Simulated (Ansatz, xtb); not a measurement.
# FNSi2+: where a starting geometry ends

The starting geometry of this gas-phase doublet has its atoms placed at random.

```xyz
4

F     0.2703    0.8610   -1.2612
N     0.4368   -1.0776    0.5752
Si   -1.1373   -0.0237    0.1279
Si    0.2084   -0.6814   -1.6160
```

Problem. One run relaxed it with r2SCAN-D4/def2-SVP. What is a likely outcome?

Solution. It ends as a structure with F1 bridging Si3 and Si4, given below by its coordinates. Distances that change by over a tenth: F1–Si3 (2.17 → 1.93 Å), F1–Si4 (1.58 → 1.93 Å), N2–Si3 (1.95 → 1.75 Å). Contacts that open: Si3–Si4 (2.30 → 2.94 Å). Contacts that close: N2–Si4 (2.24 → 1.75 Å).

The energy falls by 3.06 eV over 8 steps:

| step | E − E(last) (eV) |
| --- | --- |
| 1 | 3.056 |
| 2 | 1.870 |
| 3 | 0.761 |
| 4 | 0.380 |
| 5 | 0.027 |
| 6 | 0.005 |
| 7 | 0.000 |
| 8 | 0.000 |

Final geometry (Å):

```xyz
4

F    -0.1430    0.7533   -1.1677
N     0.0217   -1.0882    0.0010
Si   -0.9634    0.2650    0.5066
Si    0.8630   -0.8518   -1.5139
```

From the same start GFN2-xTB ends elsewhere, at `F[Si]=[N+]=[Si]`.

From so rough a start the end depends on the optimiser's path, so another program may land elsewhere. No frequencies were run, so the end isn't proven a minimum. Open shells are spin-unrestricted. Run with Ansatz 0.2.0, 3.6 min on 1 thread of AMD EPYC (Zen 3), with other jobs on the host.
